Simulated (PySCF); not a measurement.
Computational details: shielding tensors at PBE0/pcSseg-1 (GIAO), geometry: GFN2-xTB, in PySCF 2.14.0 with density-fitted response routines (one averaged value for each set of equivalent atoms, relativity neglected, gas phase, a single conformation).

Scale: ¹H and ¹³C against TMS (reference shieldings calculated alike). Shifts are as computed. Against solution values, carbons near 30 ppm lie about +3 ppm off and those near 130 ppm about +5 ppm. Of 1211 compounds with measured shifts, 218 miss one by over three times the rms of a fit or turn the order of signals round; such compounds aren't used in these exercises. OH and NH positions are gas-phase values without hydrogen bonding to other molecules.

**Question.** Order these molecules by the shift of their most deshielded carbon-bound hydrogen, lowest δ first.
A. N[C@@H]1C[C@H]2CCC[C@@H]1C2
B. C[C@@H](F)[C@H]1O[C@@H]1C
C. C/C(=C/CO)CF
D. Cc1ccccn1

**Answer.** A (3.53 ppm, hydrogen on an sp3 CH bonded to N), B (4.12 ppm, hydrogen on an sp3 CH bonded to F), C (6.52 ppm, hydrogen on an alkene CH), D (8.82 ppm, hydrogen on an aromatic CH next to a ring nitrogen).

**Question.** How many ¹³C and ¹H signals does each give (equivalence by symmetry and fast rotation, but not about amide C–N or C=N bonds)? `C/C(=C/CO)CF`, `N[C@@H]1C[C@H]2CCC[C@@H]1C2`, `C[C@@H](F)[C@H]1O[C@@H]1C`, `Cc1ccccn1`

**Answer.** C/C(=C/CO)CF: 5 C, 5 H; N[C@@H]1C[C@H]2CCC[C@@H]1C2: 8 C, 14 H; C[C@@H](F)[C@H]1O[C@@H]1C: 5 C, 5 H; Cc1ccccn1: 6 C, 5 H.
